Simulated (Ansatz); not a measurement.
`CCCCCCCCCC[S][Cu]` was relaxed with r2SCAN-D4 (def2-SVP) in Ansatz in these states: charge +1 doublet, neutral singlet. The geometries follow in no particular order.

A:

```csv
atom,x (Å),y (Å),z (Å)
C1,-0.0650,-4.9756,2.7850
C2,-0.6530,-3.6494,2.3226
C3,0.2554,-2.9300,1.3174
C4,-0.3208,-1.5977,0.8430
C5,0.5946,-0.8827,-0.1511
C6,0.0258,0.4466,-0.6475
C7,0.9668,1.1619,-1.6170
C8,0.3761,2.4099,-2.2770
C9,0.0146,3.5167,-1.2883
C10,-0.5160,4.7774,-1.9663
S11,-0.9826,6.1005,-0.8124
Cu12,-1.2359,4.8076,0.8807
H13,-0.7353,-5.4718,3.5067
H14,0.0835,-5.6681,1.9409
H15,0.9098,-4.8356,3.2795
H16,-1.6431,-3.8135,1.8603
H17,-0.8251,-2.9869,3.1905
H18,1.2479,-2.7626,1.7754
H19,0.4288,-3.5892,0.4469
H20,-1.3100,-1.7677,0.3785
H21,-0.5012,-0.9417,1.7160
H22,0.7823,-1.5421,-1.0178
H23,1.5818,-0.7074,0.3151
H24,-0.1872,1.0875,0.2309
H25,-0.9489,0.2687,-1.1410
H26,1.2579,0.4615,-2.4184
H27,1.9055,1.4261,-1.0957
H28,-0.5235,2.1398,-2.8600
H29,1.1048,2.8153,-3.0014
H30,-0.7767,3.1425,-0.5913
H31,0.8989,3.7744,-0.6748
H32,0.2158,5.2184,-2.6673
H33,-1.4260,4.5674,-2.5623
```

B:

```xyz
33

C    -2.759    4.996    0.329
C    -2.276    3.639    0.830
C    -1.271    2.972   -0.106
C    -0.785    1.612    0.387
C     0.206    0.934   -0.555
C     0.692   -0.425   -0.056
C     1.650   -1.118   -1.023
C     2.245   -2.427   -0.500
C     1.213   -3.519   -0.222
C     1.827   -4.837    0.234
S     0.612   -6.193    0.483
Cu   -0.890   -5.073    1.450
H    -3.483    5.452    1.021
H    -1.918    5.700    0.214
H    -3.248    4.906   -0.655
H    -1.820    3.752    1.831
H    -3.142    2.965    0.970
H    -1.726    2.857   -1.109
H    -0.402    3.642   -0.248
H    -0.321    1.728    1.385
H    -1.657    0.946    0.539
H     1.076    1.598   -0.713
H    -0.261    0.811   -1.551
H    -0.187   -1.070    0.133
H     1.189   -0.299    0.925
H     2.473   -0.423   -1.268
H     1.124   -1.312   -1.978
H     2.821   -2.225    0.424
H     2.976   -2.809   -1.235
H     0.505   -3.186    0.567
H     0.594   -3.701   -1.121
H     2.528   -5.208   -0.536
H     2.416   -4.686    1.155
```

Question: Judge from the bond lengths which geometry belongs to which state (an estimate).

Answer: A is the charge +1 doublet (S11–Cu12 2.145 Å, C10–S11 1.817 Å, C9–H30 1.119 Å); B is the neutral singlet (S11–Cu12 2.108 Å, C10–S11 1.837 Å, C9–H30 1.112 Å).

At r2SCAN-D4/def2-SVP the gap within one spin of the relaxed charge 1 doublet nearly closes, so an electron or hole may be smeared out by delocalisation error.
